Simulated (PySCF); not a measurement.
Species: C₄H₁₄OSi₂.
Cartesian coordinates in Å at the PBE0-D3(BJ)/def2-SVP level; atoms count from 1:
```
atom  x, y, z in Å
C1    -2.4672    0.2426   -0.9364
C2    -1.4028   -0.6110   -0.2677
C3    -1.8665   -1.1979    1.0506
O4    -0.2443    0.1606   -0.0084
Si5    0.9891    0.4830   -1.0829
C6     2.3983    1.1080   -0.0318
Si7    2.5277    0.1879    1.6108
H8    -3.3797   -0.3425   -1.1261
H9    -2.1123    0.6402   -1.8993
H10   -2.7256    1.0954   -0.2897
H11   -1.1367   -1.4445   -0.9502
H12   -2.7643   -1.8182    0.9125
H13   -1.0738   -1.8183    1.4929
H14   -2.1024   -0.3885    1.7585
H15    0.5757    1.4829   -2.1184
H16    1.3645   -0.7841   -1.7915
H17    2.2641    2.1821    0.1787
H18    3.3432    1.0006   -0.5909
H19    1.4558    0.6208    2.5526
H20    2.4246   -1.2888    1.3956
H21    3.8532    0.4660    2.2495
```

Linear response at CAM-B3LYP/def2-SVPD (PySCF, frozen core in the response, non-relativistic). The structure is a single PBE0-D3(BJ)/def2-SVP conformer in the gas phase; no vibrational or solvent corrections.

Static isotropic polarisability: 107.01 au (15.86 Å³), principal values 93.0, 107.8, 120.2 au.

Problem. What is the polarisability at 1064 nm and at the sodium D line?

Solution. 107.90 au at 1064 nm (+0.8 %), 109.99 au at 589.3 nm (+2.8 %). The rise at 589.3 nm is 3.34 times that at 1064 nm; a pure ω² law gives 3.26. The lowest singlet lies at 168 nm, shorter than both wavelengths.

Problem. What is the isotropic C6 coefficient between two such molecules, C6 = (3/π)∫α(iω)² dω?

Solution. 4483 au (Eh·bohr⁶) by a ten-point quadrature over imaginary frequencies, which is 2680 eV·Å⁶ or 258 J·nm⁶/mol.

Problem. Which effective excitation energy ω̄ makes London's formula C6 = (3/4)α²ω̄ exact here?

Solution. ω̄ = 4·C6/(3α²) = 0.522 Eh = 14.2 eV. A one-pole form α(ω) = α/(1 − ω²/ω̄²) fitted to the 1064 nm value gives 12.8 eV.

Problem. What n − 1 at the D line would an ideal gas of it have at 273.15 K and 1 atm (2.6868 × 10¹⁹ cm⁻³), by n − 1 = 2π·N·α′?

Solution. 27.51 × 10⁻⁴, a formal value whether or not that pressure can be reached.

Problem. What three-body coefficient follows from the one-pole estimate C9 = (3/4)·α·C6?

Solution. 360000 au. This is an estimate from the two numbers above, not a computed integral.

Problem. The lowest 6 singlets have (eV, f): 7.40, 0.001; 7.78, 0.015; 7.99, 0.089; 8.13, 0.007; 8.17, 0.015; 8.51, 0.053. What share of the static polarisability do they carry in the sum over states α = Σ f/ω²?

Solution. 2.02 au, 1.9 % of α; the largest term, 1.04 au, is that of the state at 7.99 eV. Their oscillator strengths add up to 0.18. Higher states carry the rest.
